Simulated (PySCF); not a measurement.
Gas-phase reaction: 2 GaH(CH₃)₂ + H + C₂H₃ (vinyl) → 2 Ga(CH₃)₃

Energies from PySCF, thermal terms from the rigid-rotor harmonic-oscillator model, ideal gas at 1 bar. † marks an energy on the PBE0/def2-TZVP geometry and frequencies. Open shells (unrestricted): H (multiplicity 2), C₂H₃ (vinyl) (multiplicity 2); the rest are closed-shell singlets. Ga: all electrons, no relativistic terms. Methyl groups turn as free rotors in GaH(CH₃)₂, Ga(CH₃)₃. GaH(CH₃)₂: computed as isolated molecules; such fragments, hydroxides, amides, oligomers or adducts are transient or little studied in the gas. The harmonic model lacks anharmonicity and excited electronic states, which grow with temperature; levels with a mode under 35 cm⁻¹ are left out.

| level | ΔE electronic, kJ | ΔH°(298 K), kJ | ΔS°(298 K), J/K | ΔG°(2500 K), kJ |
|---|---|---|---|---|
| M06-2X/def2-TZVP† | -672 | -625 | -275 | 91 |
| PBE/def2-TZVP† | -646 | -599 | -275 | 116 |
| PBE0/def2-SVP† | -658 | -610 | -275 | 105 |
| r2SCAN/def2-TZVP† | -648 | -601 | -275 | 114 |
| LDA/def2-TZVP† | -728 | -681 | -275 | 34 |
ΔH° is lowest at LDA/def2-TZVP† and highest at PBE/def2-TZVP†. No reference value is set beside these.
